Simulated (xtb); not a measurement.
C₂H₅ClFNSi, SMILES N[Si@H](Cl)/C=C/F. All values are semi-empirical tight-binding results from xtb (GFN2-xTB unless named), good for trends rather than for accurate numbers. Geometry: GFN2-xTB. The structure was generated by enumeration; whether it is a known compound was not checked. One conformer was computed; it need not be the lowest.

Optimised geometry:

Bonds (Å): N1–Si2 1.718, N1–H7 1.005, N1–H8 1.007, Si2–Cl3 2.015, Si2–C4 1.886, Si2–H9 1.459, C4–C5 1.319, C4–H10 1.082, C5–F6 1.345, C5–H11 1.080. Angles (°): Si2–N1–H7 120.6, Si2–N1–H8 120.8, H7–N1–H8 110.8, N1–Si2–Cl3 105.6, N1–Si2–C4 115.1, N1–Si2–H9 107.2, Cl3–Si2–C4 108.1, Cl3–Si2–H9 110.7, C4–Si2–H9 110.1, Si2–C4–C5 124.6, Si2–C4–H10 118.2, C5–C4–H10 117.2, C4–C5–F6 122.3, C4–C5–H11 126.2, F6–C5–H11 111.5.

```yaml
orbital_gap: 4.35 eV
dipole_moment: 2.97 D
zero_point_energy: 43.1 kcal/mol
G − E(el) at 298.15 K (modified RRHO): 21.7 kcal/mol
static polarisability (D4 model): 76.8 bohr³
solvation energy, GFN2-xTB/ALPB(water): -5.0 kcal/mol
solvation energy, GFN2-xTB/ALPB(dmf): -7.7 kcal/mol
```

Task: Give the atomic charges and the Wiberg bond orders between heavy atoms. (The exact figures need the calculation; the answer reports its results.)

Result: charges (e) N1 -0.39, Si2 0.51, Cl3 -0.26, C4 -0.16, C5 0.13, F6 -0.22, H7 0.16, H8 0.18, H9 -0.05, H10 0.05, H11 0.05. Bond orders N1–Si2 1.17, Si2–Cl3 1.05, Si2–C4 0.87, C4–C5 1.91, C5–F6 0.97.
